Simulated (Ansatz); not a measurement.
`[CH3][GeH]([CH3])[Cl]` + `[Li][SH]` → `[Li][S]C` + `[CH3][GeH2][Cl]` at 600 K and 1 bar (substitution at a C–Ge bond).

Calculated with Ansatz (gas phase, PBE0-D4/def2-TZVP geometries, no zero-point term in ΔE). CBS: MP2 limit from def2 TZ/QZ plus the TZ coupled-cluster correction, frozen cores. For Ge, Li outer-core shells are correlated without core-valence functions, which leaves a few kJ/mol of doubt a bond. Scalar relativity is left out up to krypton.

| species | CCSD(T)/CBS energy (Eh) | H − E (kJ/mol) | S (J/(mol·K)) |
| --- | --- | --- | --- |
| `[CH3][GeH]([CH3])[Cl]` | -2616.27253 | 279.3 | 445.6 |
| `[Li][SH]` | -405.91799 | 47.3 | 271.4 |
| `[Li][S]C` | -445.16369 | 139.0 | 344.3 |
| `[CH3][GeH2][Cl]` | -2576.99593 | 188.0 | 382.1 |

H − E and S are ideal-gas, rigid-rotor, harmonic terms from PBE0-D4/def2-TZVP, for one conformer and one mirror image of each species. 1 Eh = 2625.50 kJ/mol, R = 8.31446 J/(mol·K).

Task: By hand: ΔE, ΔH, ΔS and ΔG.

Result: ΔE = (-445.16369) + (-2576.99593) − (-2616.27253) − (-405.91799) = 0.03090 Eh = 81.1 kJ/mol. Δ(H − E) = 139.0 + 188.0 − 279.3 − 47.3 = 0.4, so ΔH = 81.5 kJ/mol. ΔS = 344.3 + 382.1 − 445.6 − 271.4 = 9.4 J/(mol·K). ΔG = 81.5 − 600 × (9.4)/1000 = 75.9 kJ/mol.

Task: By hand: the equilibrium constant, and the temperature at which ΔG would vanish if ΔH and ΔS stayed fixed.

Result: log₁₀ K = −ΔG/(RT ln 10) = -6.6. ΔG = 0 at ΔH/ΔS = 8670 K, far beyond where these terms or the molecules hold.

The number of gas molecules stays the same, so ΔS is small and ΔH decides. A doubt of 5 kJ/mol in ΔE shifts log₁₀ K by 0.4 here. Other conformers and mirror images would add mixing entropy, several J/(mol·K) or more a flexible species. Modes under 60 cm⁻¹, often nearly free rotors, make the harmonic entropy too high. These are equilibria of isolated gas molecules and say nothing of rates. Largest T1 diagnostic: 0.010 (customary marks: 0.02 for closed shells, 0.045 for open ones).
